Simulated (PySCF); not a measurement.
Delta-SCF ions had no search for a lower state. Excitations are Tamm–Dancoff values on a coarser integration grid. The basis has no diffuse functions, so Rydberg states are missing or too high.

CH5InS2, SMILES `[CH3][In]([SH])[SH]` (S–In–S–H torsion 180°, S–In–S–H torsion 0°) (charge 0, multiplicity 1)

All values below come from PySCF 2.14.0 with PBE-D3(BJ)/def2-TZVP // PBE0-D4/def2-TZVP.

HOMO: -6.04 eV
dipole moment: 2.33 D
HOMO–LUMO gap: 4.24 eV
LUMO: -1.80 eV
S1 excitation (TDA): 4.34 eV
S1 oscillator strength: 0.000
T1 excitation (TDA): 4.08 eV
S1–T1 gap (TDA): 0.25 eV
vertical ionisation energy (Delta-SCF): 8.74 eV
total energy: -27955.66 eV
cost: around 3.0 core-minutes (rough)

```xyz
9

C      1.6383     0.3477    -0.4126
In    -0.4005    -0.2930    -0.4570
S     -2.2759     1.1617    -0.1663
S     -1.0449    -2.5653    -0.7996
H      1.8747     0.7327     0.5799
H      2.2985    -0.4870    -0.6441
H      1.7861     1.1435    -1.1431
H     -1.5172     2.2599    -0.0136
H     -2.3592    -2.3002    -0.7181
```
Charge 0, spin multiplicity 1.
